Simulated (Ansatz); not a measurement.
Li₅Si (the lowest doublet isomer of a short search). Charge 0, multiplicity 2. Geometry PBE-D4/def2-TZVP, basis def2-TZVP, Ansatz.

```xyz
6

Li   -0.7817    1.0349    1.3472
Li   -1.6478   -1.7589   -0.0389
Li    1.8859    1.4162   -0.4266
Li    1.3488   -1.4073    1.4227
Li   -1.0590    1.0626   -1.8704
Si    0.2537   -0.3475   -0.4339
```

```csv
run,HOMO (eV),LUMO (eV)
A,-2.52,-1.66
B,-2.49,-1.86
C,-2.46,-2.17
D,-2.17,-2.04
E,-2.47,-2.05
F,-3.57,-0.34
```

HSE06 is defined as in plane-wave codes, on full-range PBE exchange. The structure comes from a short search, and lower isomers may exist.

HOMO and LUMO are taken over both spins.

Task: The runs used B97M-V, HSE06, LDA (SPW92), PBE, r2SCAN, ωB97X-V. Estimate which is which.

Result: A r2SCAN (0 % exact exchange); B HSE06 (range-separated); C LDA (SPW92) (0 % exact exchange); D B97M-V (0 % exact exchange); E PBE (0 % exact exchange); F ωB97X-V (range-separated). Exact exchange lowers occupied and raises empty levels; among semilocal functionals meta-GGAs tend to open the gap a little, and such runs are hard to tell apart. The gap grows from 0.13 eV (B97M-V) to 3.23 eV (ωB97X-V).
